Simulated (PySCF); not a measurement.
A computed series [M(SH)2]+

Computed with PySCF 2.14.0, BP86, def2-SVP on the ligands, density fitting, scalar-relativistic core potentials, no spin-orbit coupling, vacuum. Each member is relaxed from one template within its symmetry. Distances are means of the shortest metal–ligand contacts, charges and spins Mulliken's; removal energies are rigid, with the ligand's formal charge and no counterpoise, so too large; for an anion taken off a cation in vacuum most of it is the attraction of opposite charges, and multiply charged cations can part far more cheaply with an electron moved from ligand to metal. lcecp potentials hold a fixed number of 4f electrons in the core, out of states, spins and gaps.

| metal | basis on the metal | point group | M–SH (Å) | charge on M (e) | removal of one SH (eV) | strongest infrared band, degenerate modes summed (cm⁻¹) | unstable modes (below −25 cm⁻¹) |
| --- | --- | --- | --- | --- | --- | --- | --- |
| Sm | lcecp-1-SVP with ECP51 | C2v | 2.542 | 1.04 | 14.42 | 354 | 0 |
| Dy | lcecp-1-SVP with ECP55 | C2v | 2.494 | 1.00 | 14.73 | 360 | 0 |
| Bi | def2-SVP with ECP60 | Cs | 2.496 | 0.80 | 16.26 | 266 | 0 |

**Question.** A further member has point group C2v, M–SH (Å) 2.518, charge on M (e) 1.03, removal of one SH (eV) 14.58, strongest infrared band, degenerate modes summed (cm⁻¹) 355, unstable modes (below −25 cm⁻¹) 0. Which metal is it?

**Answer.** Gd, lcecp-1-SVP with ECP53. Other answers can fit too; this one was computed.

From Sm to Dy the M–SH distance shrinks by 0.05 Å, the lanthanide contraction, and the energy to remove one SH rises by 0.31 eV.

Moved off a saddle point of the template and relaxed again: Sm, Gd, Dy, Bi. One start shape was tried for each, so a minimum needn't be the lowest isomer.
